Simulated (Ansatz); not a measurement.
A single point on BrF$_{3}$Zr, SMILES `[F][Zr]([F])([F])[Br]`.

```yaml
crystal:
  periodic: [false, false, false]
  atoms:
    - {symbol: F, position_ang: [-0.833463, -0.376914, 1.686002]}
    - {symbol: Zr, position_ang: [0.009752, -0.123398, 0.018412]}
    - {symbol: F, position_ang: [1.779598, -0.765728, 0.124450]}
    - {symbol: F, position_ang: [-0.920618, -1.108644, -1.293033]}
    - {symbol: Br, position_ang: [0.014531, 2.301085, -0.577332]}
basis:
  gaussian: {orbitals: def2-QZVPP}
correlation: {method: mp2}
```

```sh
$ ansatz run in.yaml --threads 4 --pin off --events-out ev --progress --plain --max-ram 10444MiB
```

Shortened log:

```
Functional definition: HF
2193 factors; integrals over basis functions are off by at most 9.0e-4 eV
mean field evaluation 1: about -79392.1878 eV, gradient 5.8e1 eV
mean field evaluation 2: about -79392.2909 eV, gradient 5.8e1 eV
mean field evaluation 4: about -79397.8530 eV, gradient 1.9e0 eV
mean field evaluation 8: about -79397.8848 eV, gradient 2.0e-1 eV
mean field -79397.88503197 eV, -2917.8184571053 hartree, gradient 2.4e-6 eV, S^2 0.000000; 0 other end points of the search recorded, 0 dependent functions left out
12 core orbitals not correlated: weight in the atoms' cores, before any rotation towards them, 1.000 or more for the frozen orbitals, at most 0.000 for the correlated occupied ones
reference -79397.88503197 eV, -2917.8184571053 hartree; 25, 25 occupied and 304, 304 virtual orbitals, 2193 factors
second order -49.28371591 eV of doubles, -0.00000000 eV of singles
Total energy: -79447.16874787 eV, -2919.6296002592 hartree
```

It took 12 s on 4 threads of an Arm Neoverse V2 on a shared host, with 1.3 GiB of host memory at the peak.
